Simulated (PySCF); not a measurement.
Relaxation of sextet FeH₄⁻

All numbers come from UPBE0 in PySCF with Fe def2-TZVPD, H def2-TZVPD; no relativity; density-fitted integrals. A (50,194) grid was used.

A start displaced from a saddle point along its imaginary mode, of C2v symmetry, held to at least that symmetry:

Coordinates in bohr (charge -1 multiplicity 6):
```
Fe    0.0000    0.0000   -0.1090
H     2.6314    0.0000    1.3070
H     0.0000    2.4420    1.7191
H    -2.6314    0.0000    1.3070
H     0.0000   -2.4420    1.7191
```

Optimiser trace:
```csv
step,E − E(last) (kJ/mol),largest gradient (Eh/bohr)
0,148.10,0.00291
1,146.98,0.00316
2,145.51,0.00373
3,143.56,0.00462
4,141.03,0.00579
5,137.83,0.00723
6,133.90,0.00892
7,129.19,0.01086
8,123.67,0.01304
9,117.37,0.01543
10,110.40,0.01792
11,102.97,0.02024
12,95.41,0.02204
13,66.13,0.02000
14,57.37,0.02206
15,35.22,0.01816
16,16.16,0.00871
17,5.61,0.00439
18,1.34,0.00222
19,0.52,0.00623
20,0.05,0.00119
21,0.01,0.00058
22,0.00,0.00019
23,0.00,0.00010
```

It ends at Td with Fe–H 1.673 Å (×4); H–Fe–H 109.5° (×6) (after a last refinement on a finer grid). A frequency run shows a minimum. Other isomers or separated fragments may lie lower.

Final geometry:
```xyz
5
charge -1 multiplicity 6, angstrom
Fe    0.0000    0.0000    0.0000
H     1.3657    0.0000   -0.9657
H     0.0000    1.3657    0.9657
H    -1.3657    0.0000   -0.9657
H     0.0000   -1.3657    0.9657
```

Other spin states or occupations of the open shell can lie lower. At this level a quartet minimum of D4h symmetry lies 32 kJ/mol below this structure.
